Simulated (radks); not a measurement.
Values are calculated unless marked as measured or tabulated.
Problem. Coherent X-ray form factor from a spherical all-electron density. Code: a radial shooting solver on a logarithmic mesh with Libxc functionals. Model: Dirac Kohn-Sham, relativistic LDA (MacDonald-Vosko exchange, VWN5 correlation), spin-unpolarised, spherical densities, finite nucleus; Fermi nuclear charge, rms radius of each element as measured or else 0.836 A^(1/3) + 0.57 fm.

sin(theta)/lambda (1/angstrom)  f0 (electrons)
0.05                                    39.437
0.1                                     37.887
0.15                                    35.689
0.2                                     33.216
0.25                                    30.753
0.3                                     28.466
0.4                                     24.657
0.5                                     21.791
0.6                                     19.564
0.8                                     15.990
1                                       12.938
1.25                                     9.891
1.5                                      7.838
2                                        5.813

The species is in the configuration that NIST lists as its ground one. Which atom or ion scatters so?

Solution. The molybdenum ion Mo2+, [Kr] 4d4. Extrapolating in s^2 from the first two rows gives f0(0) = 40.0, near the electron count 40; among species with that count, the fall with angle is slower the higher Z, and the table is that of Z = 42; from so few rows the species is fixed only to a neighbour or two.
